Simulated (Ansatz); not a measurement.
Calculated with Ansatz (gas phase, PBE0-D4/def2-TZVP geometries, no zero-point term in ΔE). CCSD(T)/CBS is the MP2 limit (def2-TZVPP, def2-QZVPP) plus CCSD(T) − MP2 in def2-TZVPP, frozen cores. For Se outer-core shells are correlated without core-valence functions, which leaves a few kJ/mol of doubt a bond. Scalar relativity is left out up to krypton. Each species was taken in one conformer, which may not be the lowest.

Consider the formal exchange of groups at the Si–Se bond: `O[SiH2][Se][SiH3]` + `C[Si](O)(O)O` → `O[SiH2]C[Si](O)(O)O` + `[SiH3][SeH]`.

`O[SiH2][Se][SiH3]`:

Z-matrix (Å, degrees):
```
Si
Se 1 2.280
O 1 1.640 2 112.7
H 1 1.488 2 106.8 3 -122.9
H 1 1.477 2 108.8 3 116.7
Si 2 2.278 1 93.9 3 100.1
H 3 0.959 1 117.7 2 -48.4
H 6 1.486 2 110.6 1 -51.1
H 6 1.483 2 111.3 1 70.0
H 6 1.483 2 106.5 1 -170.1
```

`C[Si](O)(O)O`:

Z-matrix (Å, degrees):
```
C
Si 1 1.847
H 1 1.092 2 110.3
H 1 1.092 2 110.9 3 120.0
H 1 1.093 2 111.2 3 -119.5
O 2 1.639 1 113.1 3 -57.4
O 2 1.647 1 112.4 3 -174.5
O 2 1.637 1 105.6 3 62.1
H 6 0.958 2 116.0 1 -107.2
H 7 0.958 2 117.9 1 -59.1
H 8 0.959 2 116.8 1 -166.6
```

`O[SiH2]C[Si](O)(O)O`:

```xyz
15

O     1.001    1.107   -2.050
Si    0.501   -0.441   -1.828
C    -0.862   -0.510   -0.548
Si   -0.321    0.145    1.092
O    -1.500    0.415    2.191
O     0.722   -0.882    1.834
O     0.359    1.604    0.734
H     0.982    1.632   -1.239
H     0.064   -0.956   -3.148
H     1.616   -1.311   -1.335
H    -1.198   -1.546   -0.428
H    -1.713    0.077   -0.909
H    -1.617   -0.255    2.866
H     1.419   -1.269    1.300
H     0.549    2.190    1.469
```

`[SiH3][SeH]`:

```xyz
6

Si   -0.327   -0.439   -0.177
Se    1.469    0.963   -0.175
H    -0.433   -1.190    1.099
H    -0.075   -1.378   -1.297
H    -1.592    0.301   -0.410
H     0.958    1.742    0.961
```

```csv
species,HF/def2-QZVPP energy (Eh)
`O[SiH2][Se][SiH3]`,-3056.29401
`C[Si](O)(O)O`,-555.22822
`O[SiH2]C[Si](O)(O)O`,-920.30743
`[SiH3][SeH]`,-2691.19344
```

Work out ΔE.

ΔE = (-920.30743) + (-2691.19344) − (-3056.29401) − (-555.22822) = 0.02136 Eh = +56.1 kJ/mol. CCSD(T)/CBS gives +52.3 kJ/mol.

Largest T1 diagnostic among the species: 0.011.

In def2-TZVPP, CCSD(T) changes the Hartree–Fock value by −9.1 kJ/mol (the triples alone add −0.5 kJ/mol) and MP2 by −3.3 kJ/mol.
